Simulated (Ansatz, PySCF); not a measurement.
3-chloro-1H-silole (C4H5ClSi), SMILES ClC1=C[SiH2]C=C1. Atoms are numbered in the order given.

```xyz
11

Cl     0.1349     2.3595     0.0000
C      0.0616     0.6152     0.0000
C      1.1410    -0.1937     0.0000
Si     0.4693    -1.9464     0.0000
C     -1.3189    -1.3551     0.0000
C     -1.2913    -0.0062     0.0000
H      2.1612     0.1895     0.0000
H      0.8398    -2.7344    -1.2110
H      0.8398    -2.7344     1.2110
H     -2.2548    -1.9171     0.0000
H     -2.1713     0.6436     0.0000
```

Geometry: B3LYP-D3(BJ)/def2-SVP.

Two levels are set side by side: PBE-D3(BJ)/def2-SVP (Ansatz, an electronic-structure program) and B3LYP-D3(BJ)/def2-SVP (Ansatz). Each level has its own optimised geometry; the coordinates shown are those of the second. Frequencies come from the Hessian of PySCF at each geometry. Differences are taken from unrounded values.

| quantity | B3LYP-D3(BJ) |
|---|---|
| mean bond length (Å) | 1.450 |
| bond Cl1–C2 (Å) | 1.746 |
| bond C2–C3 (Å) | 1.349 |
| bond C2–C6 (Å) | 1.489 |
| bond C3–Si4 (Å) | 1.877 |
| bond Si4–C5 (Å) | 1.883 |
| bond C5–C6 (Å) | 1.349 |
| bond C3–H7 (Å) | 1.090 |
| bond Si4–H8 (Å) | 1.492 |
| bond Si4–H9 (Å) | 1.492 |
| bond C5–H10 (Å) | 1.092 |
| bond C6–H11 (Å) | 1.094 |
| highest harmonic wavenumber (cm⁻¹) | 3229 |
| mean harmonic wavenumber (cm⁻¹) | 1182 |
| zero-point energy (kcal/mol) | 45.62 |

**Question.** What does PBE-D3(BJ) give, and how far is it from B3LYP-D3(BJ)? (Estimate from the structure and the level; the computed values follow.)

**Answer.** 
```json
[
 {"quantity": "mean bond length (Å)", "PBE-D3(BJ)": "1.457", "PBE-D3(BJ) minus B3LYP-D3(BJ)": "0.007"},
 {"quantity": "bond Cl1–C2 (Å)", "PBE-D3(BJ)": "1.745", "PBE-D3(BJ) minus B3LYP-D3(BJ)": "-0.001"},
 {"quantity": "bond C2–C3 (Å)", "PBE-D3(BJ)": "1.360", "PBE-D3(BJ) minus B3LYP-D3(BJ)": "0.011"},
 {"quantity": "bond C2–C6 (Å)", "PBE-D3(BJ)": "1.488", "PBE-D3(BJ) minus B3LYP-D3(BJ)": "-0.001"},
 {"quantity": "bond C3–Si4 (Å)", "PBE-D3(BJ)": "1.879", "PBE-D3(BJ) minus B3LYP-D3(BJ)": "0.002"},
 {"quantity": "bond Si4–C5 (Å)", "PBE-D3(BJ)": "1.886", "PBE-D3(BJ) minus B3LYP-D3(BJ)": "0.003"},
 {"quantity": "bond C5–C6 (Å)", "PBE-D3(BJ)": "1.359", "PBE-D3(BJ) minus B3LYP-D3(BJ)": "0.009"},
 {"quantity": "bond C3–H7 (Å)", "PBE-D3(BJ)": "1.097", "PBE-D3(BJ) minus B3LYP-D3(BJ)": "0.008"},
 {"quantity": "bond Si4–H8 (Å)", "PBE-D3(BJ)": "1.505", "PBE-D3(BJ) minus B3LYP-D3(BJ)": "0.014"},
 {"quantity": "bond Si4–H9 (Å)", "PBE-D3(BJ)": "1.505", "PBE-D3(BJ) minus B3LYP-D3(BJ)": "0.014"},
 {"quantity": "bond C5–H10 (Å)", "PBE-D3(BJ)": "1.099", "PBE-D3(BJ) minus B3LYP-D3(BJ)": "0.008"},
 {"quantity": "bond C6–H11 (Å)", "PBE-D3(BJ)": "1.102", "PBE-D3(BJ) minus B3LYP-D3(BJ)": "0.009"},
 {"quantity": "highest harmonic wavenumber (cm⁻¹)", "PBE-D3(BJ)": "3171", "PBE-D3(BJ) minus B3LYP-D3(BJ)": "-58"},
 {"quantity": "mean harmonic wavenumber (cm⁻¹)", "PBE-D3(BJ)": "1147", "PBE-D3(BJ) minus B3LYP-D3(BJ)": "-35"},
 {"quantity": "zero-point energy (kcal/mol)", "PBE-D3(BJ)": "44.25", "PBE-D3(BJ) minus B3LYP-D3(BJ)": "-1.37"}
]
```

Exact exchange shortens and stiffens bonds; PBE has none. Differences between two approximate levels are no errors against the true value.
